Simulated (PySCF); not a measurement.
# Exercise with solution: oscillator strength and radiative lifetime

Si(CF3)(H)2(Me) (C₂H₅F₃Si), SMILES [SiH2](C(F)(F)F)C.

The structure is a stationary point at B3LYP-D3(BJ)/def2-SVP.

TDA-LC-ωPBE/def2-SVPD run with PySCF puts the first singlet state with f over 0.02 at 9.46 eV (vertical), with the transition dipole (-0.472, -0.460, 0.000) in atomic units.

Task: Find the oscillator strength, the wavelength and the radiative lifetime that this transition would have in vacuum if emission retraced absorption.

Result: 
|μ|² = 0.4344 au, so |μ| = 1.68 D. ΔE = 9.46/27.211 = 0.3476 hartree. f = (2/3) ΔE |μ|² = 0.101 (the program prints 0.101).
λ = 1239.84/9.46 = 131 nm; ν = 76300 cm⁻¹.
Einstein's coefficient A = 0.6670 ν² f s⁻¹ (ν in cm⁻¹) = 3.9e8 s⁻¹, so τ = 1/A = 2.6 ns. This state is S3; the lower singlets have f = 0.013, 0.000. The figure is the radiative limit of this one transition; relaxation, internal conversion, crossing to triplets and a medium change what is measured.
